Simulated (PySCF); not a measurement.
Delta-SCF ions had no search for a lower state. Excitations are Tamm–Dancoff values on a coarser integration grid. The basis has no diffuse functions, so Rydberg states are missing or too high.

Z-matrix (Å, degrees):
```
C
O 1 1.3422
H 2 0.9661 1 112.21
S 1 1.6227 2 122.14 3 180.00
S 1 1.7650 2 118.40 3 0.00
H 5 1.3513 1 99.85 2 0.00
```
Charge 0, spin multiplicity 1.

Task: Estimate the HOMO, S1–T1 gap (TDA), dipole moment, S1 excitation (TDA), LUMO, vertical ionisation energy (Delta-SCF), total energy and T1 excitation (TDA) that ωB97X-D3(BJ)/def2-TZVP // B3LYP-D3(BJ)/def2-TZVP run with PySCF 2.14.0 returns for this input.

Result: 
The HOMO is -9.26 eV. The S1–T1 gap (TDA) is 0.35 eV. The dipole moment comes out as 4.36 D and the S1 excitation (TDA) is 3.45 eV. The LUMO comes out as 0.46 eV and the vertical ionisation energy (Delta-SCF) is 9.13 eV. The total energy is -911.0184 Ha and the T1 excitation (TDA) is 3.10 eV.
